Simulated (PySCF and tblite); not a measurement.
C7H3NOS, numbered as in [CH:1]#[C:2][c:3]1[cH:4][c:5]([OH:6])[s:7][c:8]1[C:9]#[N:10].

Geometries GFN2-xTB; weights from PBE0-D3(BJ)/pcSseg-1 (IEF-PCM, cyclohexane) energies and GFN2-xTB thermal corrections, with symmetry numbers and mirror pairs. Conformers within 3 kcal/mol (GFN2-xTB free energy) were kept, 10 at most. GIAO shieldings: PBE0/pcSseg-1 (IEF-PCM, cyclohexane). Shifts are against TMS (¹H), TMS (¹³C), NH3 (¹⁵N) at the same level. (PySCF 2.14, tblite 0.8.)

Torsions listed: S7–C5–O6–H6.

```
conformer  shape  symmetry  E(GFN2) kcal/mol  E(DFT) kcal/mol
        1   180°        Cs              0.63             0.00
        2     0°        Cs              0.00             0.87
```

Problem. How much do the weights at 298.15 K and the averaged shift of C8 depend on how the conformers are weighted?

Solution. 
```csv
weighting,1 (%),2 (%),δ (ppm),rms dipole (D)
"DFT energy with thermal terms, symmetry and mirror images (full scheme)",80,20,109.0,6.48
DFT energy with symmetry and mirror images,81,19,109.1,6.50
bare DFT energy,81,19,109.1,6.50
GFN2-xTB energy with symmetry and mirror images,26,74,107.5,5.68
GFN2-xTB free energy,24,76,107.4,5.65
leading conformer alone,100,0,109.6,6.75
equal weights,50,50,108.2,6.05
"full scheme, search stopped after three starts",100,0,109.6,6.75
```

The largest departure from the full scheme, 1.6 ppm, comes with: GFN2-xTB free energy.

Other tautomers (keto or thione forms) aren't considered and may dominate.


¹⁵N shifts are against a computed isolated NH3 molecule, about 20 ppm from the liquid.